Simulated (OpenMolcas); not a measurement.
Ni4+ (d6) among equal point charges was computed by CASSCF with the d shell active (OpenMolcas, ANO-RCC-VDZP on the metal). Its lowest spin-free states, and all those of the highest spin:

| 2S+1 | Degeneracy | E (cm-1) |
| --- | --- | --- |
| 5 | 2 | 0.0 |
| 5 | 1 | 1610 |
| 5 | 1 | 2994 |
| 5 | 1 | 6901 |
| 3 | 2 | 28256 |
| 3 | 1 | 29494 |
| 3 | 1 | 29635 |
| 3 | 2 | 30084 |
| 3 | 1 | 30389 |
| 3 | 2 | 30954 |
| 3 | 1 | 31581 |
| 3 | 1 | 31708 |

Q: Is the site octahedral, tetrahedral or cube-like, axial, or of lower symmetry?

A: The states with 2S+1 = 5 have orbital degeneracies 2, 1, 1, 1. There are pairs but no triples, so the site is axial: not cubic, but with a proper or improper axis of order three or more. The run had Ni4+ among 6 point charges of -2 e arranged as a tetragonal octahedron (D4h), 1.78 Å from the ion, with the axial distance 2.083 Å.

An orbital doublet at a regular site is open to a Jahn-Teller distortion, which this geometry leaves out. Without dynamic correlation the repulsion within the d shell is too large (B by tens of per cent), so at a given field states of lower spin stand too high. Point charges give a weaker field than real ligands, and real ions of this kind are often low spin; the high spin found here belongs to the model. This is an electrostatic model: the charges have no orbitals. No measured value stands beside these numbers.
